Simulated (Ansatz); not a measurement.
K3Na3. Charge 0, multiplicity 1. Geometry r2SCAN/def2-SVP.

```xyz
6

Na    1.3686   -2.4295   -1.9579
Na   -0.5682   -0.3433    0.0245
Na   -1.7545    2.9129   -0.2978
K     1.6983   -2.4956    2.3294
K    -0.2054    1.0091   -3.6218
K    -0.5388    1.3465    3.5236
```

HSE06 is defined as in plane-wave codes, on full-range PBE exchange. The restricted singlet is unstable towards broken spin symmetry in Hartree–Fock (as tested in another run); at B97M-V/def2-TZVP, PBE0/def2-SVP, PBE0/def2-TZVP, HSE06/def2-TZVP and others this wasn't settled. The structure comes from a short search, and lower isomers may exist.

Task: Estimate the orbital energies around the gap (eV) in Ansatz with B97M-V/def2-TZVP, PBE0/def2-SVP, PBE0/def2-TZVP, HSE06/def2-TZVP, ωB97X-V/def2-TZVP.

Result: 
```
orbital  B97M-V/def2-TZVP  PBE0/def2-SVP  PBE0/def2-TZVP  HSE06/def2-TZVP  ωB97X-V/def2-TZVP
HOMO−13            -29.25         -31.06          -31.02           -30.61             -33.29
HOMO−12            -29.24         -31.06          -31.01           -30.60             -33.29
HOMO−11            -19.41         -20.73          -20.53           -20.11             -23.23
HOMO−10            -19.39         -20.71          -20.50           -20.09             -23.21
 HOMO−9            -19.39         -20.69          -20.48           -20.07             -23.19
 HOMO−8            -19.38         -20.67          -20.47           -20.06             -23.06
 HOMO−7            -19.37         -20.67          -20.46           -20.06             -23.05
 HOMO−6            -19.37         -20.65          -20.45           -20.05             -23.04
 HOMO−5            -19.36         -20.64          -20.44           -20.04             -23.03
 HOMO−4            -19.36         -20.64          -20.43           -20.03             -23.03
 HOMO−3            -19.35         -20.63          -20.42           -20.02             -23.01
 HOMO−2             -3.58          -4.13           -4.13            -3.75              -5.74
 HOMO−1             -2.72          -3.08           -3.08            -2.79              -4.22
   HOMO             -2.56          -2.84           -2.82            -2.55              -3.76
   LUMO             -1.76          -1.28           -1.28            -1.56              -0.20
 LUMO+1             -1.68          -1.23           -1.21            -1.50              -0.15
 LUMO+2             -1.59          -1.16           -1.17            -1.46               0.02
 LUMO+3             -1.31          -0.77           -0.86            -1.17               0.41
 LUMO+4             -0.86          -0.32           -0.35            -0.65               0.75
 LUMO+5             -0.81          -0.24           -0.32            -0.64               0.88
```
